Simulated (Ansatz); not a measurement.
ICl4, that is [ICl4]- with one electron fewer. Total charge 0; doublet. Geometry PBE-D4/def2-SVPD.

```xyz
5

I     0.000    0.000    0.000
Cl   -2.311    0.730    0.618
Cl   -0.517    0.407   -2.413
Cl    2.311   -0.730   -0.618
Cl    0.517   -0.407    2.413
```

In the def2 sets I takes a core potential; there is no spin–orbit coupling.

Question: Estimate the α-spin orbital energies around the gap (eV) in Ansatz with PBE-D4/def2-TZVPD, PBE0-D4/def2-TZVPD.

Answer: 
```
orbital  PBE-D4/def2-TZVPD  PBE0-D4/def2-TZVPD
 HOMO−5              -8.52              -10.02
 HOMO−4              -8.32               -9.76
 HOMO−3              -8.32               -9.76
 HOMO−2              -8.17               -9.27
 HOMO−1              -7.84               -9.16
   HOMO              -7.70               -9.15
   LUMO              -4.59               -4.05
 LUMO+1              -4.59               -4.05
 LUMO+2              -0.70               -0.12
 LUMO+3               0.17                0.59
 LUMO+4               0.17                0.59
 LUMO+5               0.28                0.60
 β HOMO              -7.78               -9.02
 β LUMO              -7.27               -7.11
```
